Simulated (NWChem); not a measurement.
System: C$_{2}$H$_{5}$N$_{3}$Si; SMILES N[SiH]1N=CC=N1

NWChem input:

```
start job
memory heap 200 mb stack 900 mb global 1100 mb
geometry units angstroms noautoz
  N      0.607151    -2.063263     0.102983
  Si    -0.371931    -0.664639    -0.040597
  N     -0.123496     0.453333     1.342288
  C      0.156351     1.574552     0.796400
  C      0.231400     1.612095    -0.731791
  N      0.004978     0.517382    -1.349633
  H      1.586879    -1.989990     0.348303
  H      0.427736    -2.874666    -0.475060
  H     -1.780761    -1.090354    -0.193945
  H      0.336939     2.482487     1.384270
  H      0.469103     2.547956    -1.252063
end
basis spherical
  * library def2-tzvp
end
dft
  xc slater vwn_5
  iterations 150
  semidirect filesize 400000000
  mulliken
end
task dft energy
```

Output (shortened):

```
             Northwest Computational Chemistry Package (NWChem) 7.3.0
             --------------------------------------------------------

 C1  symmetry detected

                             Geometry "geometry" -> ""
                             -------------------------

 Output coordinates in angstroms (scale by  1.889725989 to convert to a.u.)

  No.       Tag          Charge          X              Y              Z
 ---- ---------------- ---------- -------------- -------------- --------------
    1 N                    7.0000     0.05479383     2.10450179     0.51615043
    2 Si                  14.0000    -0.04727744     0.67558149    -0.42360173
    3 N                    7.0000     1.34554987    -0.41388324    -0.11207172
    4 C                    6.0000     0.80962147    -1.53433490     0.18927345
    5 C                    6.0000    -0.71916414    -1.59235545     0.23237498
    6 N                    7.0000    -1.34736605    -0.51411482    -0.03993313
    7 H                    1.0000     0.27948009     2.06386171     1.50270112
    8 H                    1.0000    -0.53063122     2.90156783     0.30013766
    9 H                    1.0000    -0.17557715     1.05715991    -1.84750058
   10 H                    1.0000     1.40621656    -2.42769941     0.40955345
   11 H                    1.0000    -1.23119161    -2.52841492     0.48662295

 Effective nuclear repulsion energy (a.u.)     282.2832622502

                                 NWChem DFT Module
                                 -----------------

 Summary of "ao basis" -> "ao basis" (spherical)
 ------------------------------------------------------------------------------
       Tag                 Description            Shells   Functions and Types
 ---------------- ------------------------------  ------  ---------------------
 N                         def2-tzvp                11       31   5s3p2d1f
 Si                        def2-tzvp                13       37   5s5p2d1f
 C                         def2-tzvp                11       31   5s3p2d1f
 H                         def2-tzvp                 4        6   3s1p

            General Information
            -------------------
          SCF calculation type: DFT
          Wavefunction type:  closed shell.
          No. of atoms     :    11
          No. of electrons :    52
           Alpha electrons :    26
            Beta electrons :    26
          Charge           :     0
          Spin multiplicity:     1
          Use of symmetry is: off; symmetry adaption is: off
          Maximum number of iterations: 150
          AO basis - number of functions:   222
                     number of shells:    88
          Convergence on energy requested:  1.00D-06
          Convergence on density requested:  1.00D-05
          Convergence on gradient requested:  5.00D-04

              XC Information
              --------------
                        Slater Exchange Functional  1.000 local
                      VWN V Correlation Functional  1.000 local

             Grid Information
             ----------------
          Grid used for XC integration:  medium
          Radial quadrature: Mura-Knowles
          Angular quadrature: Lebedev.
          Tag              B.-S. Rad. Rad. Pts. Rad. Cut. Ang. Pts.
          ---              ---------- --------- --------- ---------
          N                   0.65       49          12.0       434
          Si                  1.10       88          11.0       590
          C                   0.70       49          12.0       434
          H                   0.35       45          13.0       434
          Grid pruning is: on
          Number of quadrature shells:   558
          Spatial weights used:  Erf1

      Superposition of Atomic Density Guess
      -------------------------------------

 Sum of atomic energies:        -529.61176835

      Non-variational initial energy
      ------------------------------

 Total energy =    -532.810051
 1-e energy   =   -1286.155732
 2-e energy   =     471.062419
 HOMO         =      -0.296820
 LUMO         =      -0.111822

------------------------------------------------------------
EAF file 0: "./job.aoints.0" size=1303379968 bytes
------------------------------------------------------------
               write      read    awrite     aread      wait
               -----      ----    ------     -----      ----
     calls:     2486         0         0         0         0
   data(b): 1.30e+09  0.00e+00  0.00e+00  0.00e+00
   time(s): 0.00e+00  0.00e+00  0.00e+00  0.00e+00  0.00e+00
rate(mb/s): 0.00e+00  0.00e+00
------------------------------------------------------------

     ---------------------------------------------
      Total Density - Mulliken Population Analysis
     ---------------------------------------------

    Atom       Charge   Shell Charges
 -----------   ------   -------------------------------------------------------
    1 N    7     7.93   0.82  1.16  0.57  0.81  0.17  1.63  1.92  0.83  0.00  0.01  0.00
    2 Si  14    13.06   2.00  0.59  1.39  0.81  0.35  4.11  1.73  0.50  0.92  0.24  0.18  0.18  0.06
    3 N    7     7.74   0.82  1.15  0.60  0.91  0.21  1.53  1.80  0.67  0.01  0.04  0.00
    4 C    6     5.71   0.86  1.12  0.56  0.62  0.09  1.04  1.05  0.26  0.03  0.07  0.01
    5 C    6     5.71   0.86  1.12  0.56  0.62  0.10  1.04  1.05  0.26  0.03  0.07  0.01
    6 N    7     7.74   0.82  1.15  0.60  0.91  0.21  1.53  1.80  0.67  0.01  0.04  0.00
    7 H    1     0.67   0.22  0.34  0.08  0.04
    8 H    1     0.67   0.22  0.34  0.08  0.04
    9 H    1     1.04   0.23  0.54  0.27  0.01
   10 H    1     0.86   0.24  0.46  0.14  0.02
   11 H    1     0.87   0.24  0.46  0.14  0.02

   convergence    iter        energy       DeltaE   RMS-Dens  Diis-err
 ---------------- ----- ----------------- --------- --------- ---------
 d= 0,ls=0.0,diis     1   -529.7436393256 -8.12D+02  8.31D-03  3.10D+00
 d= 0,ls=0.0,diis     2   -529.1288013014  6.15D-01  7.65D-03  6.83D+00
 d= 0,ls=0.0,diis     3   -529.7186971577 -5.90D-01  2.67D-03  1.64D+00
 d= 0,ls=0.0,diis     4   -529.9009084488 -1.82D-01  9.78D-04  9.87D-02
 d= 0,ls=0.0,diis     5   -529.9088551882 -7.95D-03  3.87D-04  2.84D-02
  Resetting Diis
 d= 0,ls=0.0,diis     6   -529.9116670441 -2.81D-03  1.28D-04  1.53D-03
 d= 0,ls=0.0,diis     7   -529.9118361150 -1.69D-04  8.89D-05  1.17D-04
 d= 0,ls=0.0,diis     8   -529.9117278901  1.08D-04  6.81D-05  1.03D-03
 d= 0,ls=0.0,diis     9   -529.9118489479 -1.21D-04  1.22D-05  1.46D-05
 d= 0,ls=0.0,diis    10   -529.9118504197 -1.47D-06  3.34D-06  1.48D-06
 d= 0,ls=0.0,diis    11   -529.9118505704 -1.51D-07  1.28D-06  3.22D-07

         Total DFT energy =     -529.911850570380
      One electron energy =    -1291.147914741999
           Coulomb energy =      530.022613619131
    Exchange-Corr. energy =      -51.069811697686
 Nuclear repulsion energy =      282.283262250174

 Numeric. integr. density =       51.999991188876

                       DFT Final Molecular Orbital Analysis
                       ------------------------------------

 Vector   24  Occ=2.000000D+00  E=-2.515227D-01
              MO Center= -1.8D-01,  1.4D+00,  3.4D-01, r^2= 2.9D+00
   Bfn.  Coefficient  Atom+Function         Bfn.  Coefficient  Atom+Function
  ----- ------------  ---------------      ----- ------------  ---------------
     6      0.315758   1 N  px                9      0.262317   1 N  px
    12      0.250790   1 N  px              166      0.155960   6 N  s
   167     -0.149027   6 N  px              165      0.138147   6 N  s
     8     -0.124208   1 N  pz                7      0.120266   1 N  py
    13      0.110701   1 N  py              170     -0.107610   6 N  px

 Vector   25  Occ=2.000000D+00  E=-2.336510D-01
              MO Center=  8.6D-01, -5.4D-01, -5.2D-02, r^2= 2.6D+00
   Bfn.  Coefficient  Atom+Function         Bfn.  Coefficient  Atom+Function
  ----- ------------  ---------------      ----- ------------  ---------------
    74      0.359425   3 N  px               77      0.283089   3 N  px
    80      0.236340   3 N  px              167      0.169832   6 N  px
    72      0.166827   3 N  s               170      0.133542   6 N  px
   136      0.114391   5 C  px              173      0.109319   6 N  px
    46     -0.108051   2 Si px              135      0.100454   5 C  s

 Vector   26  Occ=2.000000D+00  E=-2.257378D-01
              MO Center= -6.4D-01, -3.8D-01,  5.8D-02, r^2= 3.7D+00
   Bfn.  Coefficient  Atom+Function         Bfn.  Coefficient  Atom+Function
  ----- ------------  ---------------      ----- ------------  ---------------
   167      0.294329   6 N  px              170      0.236285   6 N  px
   173      0.216955   6 N  px               35      0.178287   2 Si s
   105      0.162890   4 C  px                6      0.134732   1 N  px
   104     -0.134398   4 C  s               218      0.131110  11 H  s
   219      0.128784  11 H  s               165     -0.127290   6 N  s

 Vector   27  Occ=0.000000D+00  E=-1.292764D-01
              MO Center=  3.1D-02, -8.4D-01,  2.6D-02, r^2= 3.2D+00
   Bfn.  Coefficient  Atom+Function         Bfn.  Coefficient  Atom+Function
  ----- ------------  ---------------      ----- ------------  ---------------
    76      0.224066   3 N  pz              169      0.224833   6 N  pz
   113     -0.220344   4 C  pz               82      0.209349   3 N  pz
   107     -0.208516   4 C  pz              144     -0.208602   5 C  pz
   207      0.209169   9 H  s               175      0.204541   6 N  pz
    51      0.199724   2 Si pz              138     -0.197815   5 C  pz

 Vector   28  Occ=0.000000D+00  E=-1.863409D-02
              MO Center= -5.0D-02, -9.8D-01,  5.7D-03, r^2= 3.6D+00
   Bfn.  Coefficient  Atom+Function         Bfn.  Coefficient  Atom+Function
  ----- ------------  ---------------      ----- ------------  ---------------
   144     -0.530422   5 C  pz              113      0.512126   4 C  pz
    49      0.356221   2 Si px              138     -0.279377   5 C  pz
   141     -0.278303   5 C  pz              110      0.275844   4 C  pz
   107      0.272398   4 C  pz              175      0.272751   6 N  pz
   104     -0.269686   4 C  s                82     -0.231633   3 N  pz

 Vector   29  Occ=0.000000D+00  E=-2.017552D-03
              MO Center= -2.6D-01,  1.9D+00,  3.5D-01, r^2= 5.8D+00
   Bfn.  Coefficient  Atom+Function         Bfn.  Coefficient  Atom+Function
  ----- ------------  ---------------      ----- ------------  ---------------
     5      1.646475   1 N  s                50     -0.859538   2 Si py
   195     -0.859421   7 H  s               201     -0.701753   8 H  s
   104     -0.553075   4 C  s               112     -0.302959   4 C  py
    49      0.281284   2 Si px              207      0.242625   9 H  s
    47     -0.225574   2 Si py              135     -0.222237   5 C  s

------------------------------------------------------------
EAF file 0: "./job.aoints.0" size=1841299456 bytes
------------------------------------------------------------
               write      read    awrite     aread      wait
               -----      ----    ------     -----      ----
     calls:     3512        10         0     35110     35110
   data(b): 1.84e+09  5.24e+06  0.00e+00  1.84e+10
   time(s): 0.00e+00  0.00e+00  0.00e+00  0.00e+00  0.00e+00
rate(mb/s): 0.00e+00  0.00e+00
------------------------------------------------------------

     ---------------------------------------------
      Total Density - Mulliken Population Analysis
     ---------------------------------------------

    Atom       Charge   Shell Charges
 -----------   ------   -------------------------------------------------------
    1 N    7     7.59   0.81  1.16  0.54  0.76  0.20  1.61  1.60  0.90  0.00  0.01  0.00
    2 Si  14    13.59   2.01  0.56  1.40  0.90  0.31  4.12  1.67  0.67  1.12  0.24  0.25  0.26  0.08
    3 N    7     7.19   0.81  1.16  0.58  0.82  0.25  1.51  1.42  0.61  0.01  0.03  0.00
    4 C    6     6.12   0.84  1.13  0.54  0.64  0.10  1.30  1.11  0.31  0.03  0.10  0.01
    5 C    6     6.12   0.84  1.13  0.54  0.64  0.10  1.31  1.12  0.31  0.03  0.10  0.01
    6 N    7     7.19   0.81  1.16  0.59  0.82  0.24  1.50  1.42  0.61  0.01  0.03  0.00
    7 H    1     0.74   0.26  0.40  0.05  0.04
    8 H    1     0.74   0.26  0.39  0.05  0.04
    9 H    1     1.00   0.24  0.52  0.25  0.01
   10 H    1     0.86   0.26  0.47  0.10  0.02
   11 H    1     0.86   0.26  0.48  0.10  0.02

     -------------------------------------------
      Total Density - Lowdin Population Analysis
     -------------------------------------------

    Atom       Charge   Shell Charges
 -----------   ------   -------------------------------------------------------
    1 N    7     7.23   0.88  1.07  0.44  0.45  0.24  1.42  1.66  1.00  0.00  0.06  0.00
    2 Si  14    13.92   2.00  0.83  1.09  0.48  0.25  3.84  1.87  0.71  1.01  0.49  0.26  0.79  0.30
    3 N    7     6.96   0.88  1.07  0.46  0.46  0.27  1.33  1.52  0.81  0.01  0.13  0.01
    4 C    6     6.26   0.90  1.04  0.37  0.33  0.18  1.10  1.21  0.55  0.04  0.47  0.06
    5 C    6     6.26   0.90  1.04  0.37  0.33  0.18  1.11  1.21  0.55  0.04  0.47  0.06
    6 N    7     6.97   0.88  1.07  0.46  0.47  0.27  1.33  1.52  0.82  0.01  0.13  0.01
    7 H    1     0.83   0.24  0.35  0.13  0.11
    8 H    1     0.83   0.24  0.35  0.13  0.11
    9 H    1     1.01   0.23  0.46  0.29  0.02
   10 H    1     0.86   0.24  0.39  0.17  0.06
   11 H    1     0.87   0.24  0.39  0.17  0.06

     Multipole analysis of the density
     ---------------------------------

     L   x y z        total         alpha         beta         nuclear
     -   - - -        -----         -----         ----         -------
     0   0 0 0     -0.000000    -26.000000    -26.000000     52.000000

     1   1 0 0     -0.180749     -0.090374     -0.090374     -0.000000
     1   0 1 0     -0.011821     -0.005910     -0.005910     -0.000000
     1   0 0 1      0.477330      0.238665      0.238665     -0.000000

     2   2 0 0    -38.016295    -83.918481    -83.918481    129.820667
     2   1 1 0     -2.262968      0.156112      0.156112     -2.575191
     2   1 0 1      0.616364     -0.188239     -0.188239      0.992843
     2   0 2 0    -24.004145   -183.168585   -183.168585    342.333025
     2   0 1 1      0.462599      0.414357      0.414357     -0.366116
     2   0 0 2    -29.956928    -34.942540    -34.942540     39.928152
```

Level: LDA (Slater exchange, VWN5)/def2-TZVP. Coordinates come from a B3LYP/6-31G* (spherical d) optimisation.
